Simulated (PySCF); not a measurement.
Input for PySCF: D3(BJ) and D4 dispersion corrections on CH6GeO (a complex), monomers drawn apart or pushed together.

```python
from pyscf import gto
from pyscf.dispersion import dftd3, dftd4

mol = gto.M(
    atom='''
    C     0.49125447   -0.57724568    0.39054414
    O     0.43459162    0.47642369    0.96143741
    H     0.72649524   -0.64477595   -0.68852333
    H     0.31122916   -1.53524066    0.91435498
    Ge   -0.53462254    0.05701893    5.39062502
    H    -0.86779705   -0.27013616    6.85884633
    H    -0.51658334   -1.26362399    4.60257015
    H     0.84454319    0.72336144    5.32670617
    H    -1.61316022    0.98926774    4.82735990
    ''',
    basis='def2-svp',
    charge=0, spin=0, verbose=0, max_memory=1800)
d3, d4 = {}, {}
for xc in ['hf', 'pbe', 'blyp', 'revpbe', 'tpss', 'r2scan', 'b3lyp', 'pbe0', 'bhlyp', 'camb3lyp', 'b2plyp']:
    d3[xc] = float(dftd3.DFTD3Dispersion(mol, xc=xc, version='d3bj', atm=False).get_dispersion()['energy'])
    print(f'D3(BJ) {xc:10s} {d3[xc]:14.8f} Eh')
for xc in ['hf', 'pbe', 'blyp', 'revpbe', 'tpss', 'r2scan', 'b3lyp', 'pbe0', 'bhlyp', 'camb3lyp', 'b2plyp']:
    d4[xc] = float(dftd4.DFTD4Dispersion(mol, xc={'camb3lyp': 'cam-b3lyp'}.get(xc, xc), atm=True).get_dispersion()['energy'])
    print(f'D4     {xc:10s} {d4[xc]:14.8f} Eh')
```

The log:

```
D3(BJ) hf            -0.03135073 Eh
D3(BJ) pbe           -0.00329084 Eh
D3(BJ) blyp          -0.00688938 Eh
D3(BJ) revpbe        -0.00838225 Eh
D3(BJ) tpss          -0.00409817 Eh
D3(BJ) r2scan        -0.00099139 Eh
D3(BJ) b3lyp         -0.00563430 Eh
D3(BJ) pbe0          -0.00283313 Eh
D3(BJ) bhlyp         -0.00441008 Eh
D3(BJ) camb3lyp      -0.00257033 Eh
D3(BJ) b2plyp        -0.00260060 Eh
D4     hf            -0.01090518 Eh
D4     pbe           -0.00287805 Eh
D4     blyp          -0.00632486 Eh
D4     revpbe        -0.00968218 Eh
D4     tpss          -0.00386168 Eh
D4     r2scan        -0.00081421 Eh
D4     b3lyp         -0.00454355 Eh
D4     pbe0          -0.00244187 Eh
D4     bhlyp         -0.00326314 Eh
D4     camb3lyp      -0.00246256 Eh
D4     b2plyp        -0.00201469 Eh
```

The run finished.

Cost: around 0.04 core-seconds (rough).
